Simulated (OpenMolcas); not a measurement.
# How methods differ on GeSiH3ClO (SMILES [SiH3][O][Ge][Cl])

GeSiH3ClO: 7 atoms, total charge 0, spin state singlet. As SMILES, `[SiH3][O][Ge][Cl]`. Geometry: relaxed at PBE0-D4/def2-TZVP. This is one conformer, not always the lowest.

Quantity: the HOMO–LUMO gap, in eV. The values are calculated.

| level | kind | program | value (eV) | CPU time |
| --- | --- | --- | --- | --- |
| HF/cc-pVDZ | Hartree–Fock | OpenMolcas | 11.11 | 16 s |
| BLYP/cc-pVDZ | GGA | OpenMolcas | 3.69 | 49 s |
| PBE/cc-pVDZ | GGA | OpenMolcas | 3.72 | 50 s |
| revPBE/cc-pVDZ | GGA | OpenMolcas | 3.74 | 49 s |
| TPSS/cc-pVDZ | meta-GGA | OpenMolcas | 3.84 | 64 s |
| BHLYP/cc-pVDZ | global hybrid | OpenMolcas | 7.43 | 45 s |
| M06-2X/cc-pVDZ | hybrid meta-GGA | OpenMolcas | 7.57 | 63 s |
| PBE0/cc-pVDZ | global hybrid | OpenMolcas | 5.59 | 45 s |

All-electron rows without a relativistic Hamiltonian named are non-relativistic. The values span 3.69 to 11.11 eV. Orbital gaps aren't excitation energies; they tend to grow with the share of exact exchange. Times are those of the runs behind each value, whatever else they computed, on shared processors of several kinds: orders of magnitude only.
